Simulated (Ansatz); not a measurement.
Consider the formal exchange of groups at the Si–C bond: `[SiH3]CC=S` + `CN[SiH2][SiH2]N` → `N[SiH2][SiH2][SiH3]` + `CNCC=S`.

Calculated with Ansatz (gas phase, PBE0-D4/def2-TZVP geometries, no zero-point term in ΔE). CCSD(T)/CBS adds triple-zeta CCSD(T) − MP2 to the extrapolated MP2 energy (def2 sets, frozen cores). DFT in def2-TZVPP. One conformer a species, not always the lowest.

`[SiH3]CC=S`:

Cartesian coordinates in Å:
```
Si 0.926 -0.863 -0.395
C -0.347 0.021 0.707
C -0.887 1.185 -0.012
S -2.261 1.231 -0.858
H 0.240 -1.411 -1.589
H 1.555 -1.959 0.387
H 1.972 0.103 -0.817
H 0.182 0.322 1.617
H -1.129 -0.703 0.947
H -0.250 2.074 0.014
```

`CN[SiH2][SiH2]N`:

Cartesian coordinates in Å:
```
C -0.696 -1.927 0.162
N -1.000 -0.895 1.132
Si -0.052 0.527 1.329
Si 0.216 1.641 -0.717
N 1.222 0.676 -1.747
H -0.262 -1.472 -0.732
H -1.606 -2.449 -0.148
H 0.017 -2.678 0.530
H -1.492 -1.237 1.942
H -0.760 1.393 2.312
H 1.327 0.293 1.884
H 0.738 3.018 -0.433
H -1.083 1.819 -1.423
H 1.332 0.948 -2.712
H 2.099 0.342 -1.380
```

`N[SiH2][SiH2][SiH3]`:

Z-matrix (Å, degrees):
```
Si
Si 1 2.340
N 1 1.723 2 109.7
H 1 1.497 2 107.4 3 -126.4
H 1 1.488 2 110.1 3 118.2
Si 2 2.339 1 110.3 3 177.2
H 2 1.490 1 110.8 3 -61.2
H 2 1.493 1 109.6 3 57.6
H 3 1.007 1 119.7 2 -49.3
H 3 1.008 1 119.7 2 168.0
H 6 1.488 2 110.0 1 -59.7
H 6 1.488 2 111.2 1 180.0
H 6 1.488 2 110.1 1 59.7
```

`CNCC=S`:

```xyz
12

C     0.909   -0.843   -0.893
N     0.535   -0.646    0.493
C    -0.117    0.621    0.731
C    -1.536    0.595    0.262
S    -2.327    1.816   -0.420
H     1.430   -1.795   -1.000
H     0.010   -0.888   -1.514
H     1.550   -0.043   -1.297
H     1.345   -0.735    1.091
H    -0.158    0.788    1.817
H     0.394    1.491    0.289
H    -2.033   -0.363    0.440
```

```tsv
level	ΔE (kJ/mol)	difference from CCSD(T)/CBS
r2SCAN-D4	93.1	-1.9
PBE0-D4	85.3	-9.7
ωB97M-V	99.4	4.4
B2PLYP	98.0	3.0
PBE0	83.2	-11.8
SCS-MP2/def2-TZVPP	102.3	7.3
CCSD/def2-TZVPP	93.0	-2.0
CCSD(T)/def2-TZVPP	92.2	-2.8
MP2/def2-QZVPP	106.9	11.9
MP2/CBS(def2)	107.6	12.6
CCSD(T)/CBS	95.0	0
```

Largest T1 diagnostic among the species: 0.016.

The D4 term adds +4.1 kJ/mol with B3LYP and +2.1 kJ/mol with PBE0; it sums over pairs of atoms, weighted by their polarisabilities, and B3LYP, whose exchange is more repulsive, gets the larger term. From PBE to PBE0 (25 % exact exchange), in def2-TZVPP and without D4, ΔE moves by +3.7 kJ/mol.

B3LYP here is the variant with VWN-RPA as its local correlation; programs differ in this.
